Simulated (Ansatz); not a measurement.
A nudged elastic band was laid between two geometries of AlF2H4NO + H2O (12 atoms, charge 0, multiplicity 1).

These are results of RHF/6-31G* in Ansatz, not measurements.

```yaml
movable_images: 9
climbing_image: yes
spring: 5.0 eV/Å²
optimiser: quadratic models (default)
start_path: through a guess of the saddle point
force_threshold: 0.05 eV/Å
iteration_limit: 60
end_points: relaxed
```

Initial state:

```xyz
12
Properties=species:S:1:pos:R:3
Al 0.821 -0.878 0.682
O 1.366 -0.216 -0.820
F 0.716 -2.528 0.715
F 1.389 -0.164 2.059
H -1.226 0.489 0.098
N -1.098 -0.294 0.731
H 0.181 1.141 -1.445
O -0.621 1.663 -1.379
H 1.898 -0.736 -1.404
H -1.366 -0.008 1.657
H -1.715 -1.037 0.448
H -0.345 2.569 -1.343
```

Final state:

```xyz
12
Properties=species:S:1:pos:R:3
Al 0.635 -0.896 0.842
O 1.356 -0.041 -0.730
F 0.899 -2.450 0.340
F 1.563 -0.337 2.084
H -1.114 1.012 -0.616
N -1.096 -0.301 0.864
H 0.748 0.604 -1.142
O -0.714 1.470 -1.368
H 1.702 -0.633 -1.389
H -1.402 0.130 1.716
H -1.805 -0.957 0.593
H -0.772 2.400 -1.194
```

Question: What changes between the two ends?

Answer: Bonds broken: H5–N6, H7–O8. Bonds formed: O2–H7, H5–O8.

Question: Give the energies along the band, and the barrier.

Answer: The run converged. The highest image is number 6 of 0 to 10, 1.39 eV above the first end and 0.47 eV above the last; the last end lies 0.92 eV above the first. A vibrational analysis at the climbing image gives one clearly imaginary mode, 1405i cm⁻¹: a first-order saddle point. The orbitals stay closed-shell, which can raise the energy where a bond breaks towards radicals; this wasn't checked here.

| image | path coordinate (Å) | energy (eV) | H5–N6 (Å) | H7–O8 (Å) | O2–H7 (Å) |
| --- | --- | --- | --- | --- | --- |
| 0 | 0.00 | 0.00 | 1.01 | 0.96 | 1.91 |
| 1 | 0.31 | 0.00 | 1.02 | 0.96 | 1.90 |
| 2 | 0.62 | 0.00 | 1.01 | 0.96 | 1.89 |
| 3 | 0.94 | 0.04 | 1.02 | 0.96 | 1.80 |
| 4 | 1.25 | 0.20 | 1.03 | 0.97 | 1.64 |
| 5 | 1.56 | 0.82 | 1.16 | 1.03 | 1.43 |
| 6 | 1.88 | 1.39 | 1.46 | 1.16 | 1.24 |
| 7 | 2.12 | 1.16 | 1.62 | 1.40 | 1.05 |
| 8 | 2.36 | 0.98 | 1.79 | 1.59 | 0.99 |
| 9 | 2.60 | 0.92 | 1.93 | 1.69 | 0.98 |
| 10 | 2.84 | 0.92 | 1.98 | 1.71 | 0.98 |

Question: What is the geometry of the highest image?

Answer: 
```xyz
12
Properties=species:S:1:pos:R:3:forces:R:3
Al 0.686 -0.860 0.738 0.00 0.01 0.00
O 1.300 0.023 -0.741 -0.01 0.00 0.00
F 0.754 -2.476 0.398 0.00 -0.01 0.00
F 1.501 -0.361 2.084 0.00 0.00 0.00
H -1.039 0.732 -0.402 0.00 0.00 0.00
N -1.085 -0.172 0.745 0.00 0.00 0.00
H 0.390 0.723 -1.197 0.00 0.00 0.00
O -0.647 1.228 -1.292 0.00 0.00 0.00
H 1.859 -0.423 -1.363 0.01 0.00 0.00
H -1.329 0.289 1.604 0.00 0.00 0.00
H -1.790 -0.872 0.591 0.00 0.00 0.00
H -0.599 2.169 -1.165 0.00 0.00 0.00
```

Question: What are the harmonic wavenumbers there?

Answer: 1405i, 56, 167, 193, 236, 286, 329, 376, 417, 477, 580, 602, 654, 693, 743, 814, 848, 892, 947, 985, 1300, 1623, 1693, 1759, 1844, 2095, 3716, 3793, 4097, 4139 cm⁻¹.

The run took 2.8 min on 2 threads of Intel(R) Xeon(R) Platinum 8375C CPU @ 2.90GHz (Ice Lake) (shared host), peak memory 0.24 GiB.
